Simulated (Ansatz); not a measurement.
`B1CCO1`, relaxed with RKS PBE0-D4/def2-TZVP in Ansatz from a PBE-D4/def2-SVP geometry. The force threshold is 0.005 eV/Å; the program also tests the step.

Charge 0, multiplicity 1.

Start:

```xyz
9

B     1.055   -0.125   -0.568
C    -0.461    0.357   -0.578
C    -0.371   -0.199    0.860
O     1.037   -0.593    0.726
H     2.028   -0.164   -1.295
H    -1.161   -0.173   -1.254
H    -0.647    1.447   -0.658
H    -0.996   -1.089    1.084
H    -0.484    0.539    1.682
```

**Question.** By how much does the energy fall, and how many steps does the optimiser take? (An estimate is asked.)

**Answer.** Ansatz gave: 3.55 kJ/mol, in 5 steps.

**Question.** Which bonds change most? (Estimate.)

**Answer.** Computed: B1–H5 from 1.215 to 1.195 Å; C3–H9 from 1.110 to 1.092 Å; C3–H8 from 1.110 to 1.092 Å; C2–H7 from 1.108 to 1.091 Å.

**Question.** Give the relaxed structure. (Estimate.)

**Answer.** Computed: 
```xyz
9

B     1.048   -0.124   -0.562
C    -0.457    0.355   -0.573
C    -0.370   -0.197    0.855
O     1.025   -0.588    0.720
H     2.001   -0.161   -1.281
H    -1.146   -0.170   -1.236
H    -0.641    1.427   -0.649
H    -0.985   -1.074    1.068
H    -0.477    0.533    1.659
```
